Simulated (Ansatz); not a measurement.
Z-matrix (Å, degrees):
```
Si
O 1 1.653
H 1 1.484 2 107.6
H 1 1.485 2 110.5 3 119.3
H 1 1.485 2 110.5 3 -119.3
Ge 2 1.767 1 137.3 3 179.9
F 6 1.764 2 97.7 1 0.0
```

The species carries charge 0 and has multiplicity 1.

(1) List the B3LYP/def2-TZVPP orbital energies in eV (Ansatz 0.2.0). (An estimate is asked.)

Results:

(1) Ansatz gave: Occupied: -10851.44, -1799.43, -1355.68, -1206.64, -1206.58, -1206.55, -670.80, -520.77, -170.25, -143.88, -120.60, -120.46, -120.35, -99.24, -99.18, -99.18, -34.33, -34.14, -34.07, -33.98, -33.87, -30.99, -26.80, -15.83, -13.84, -12.14, -11.46, -11.40, -10.63, -10.33, -8.84, -8.81, -8.37. Lowest empty: -2.52, -0.20, 0.19, 1.54, 1.64, 1.78, 2.03, 4.28.

B3LYP here is the variant with VWN-RPA as its local correlation; programs differ in this.
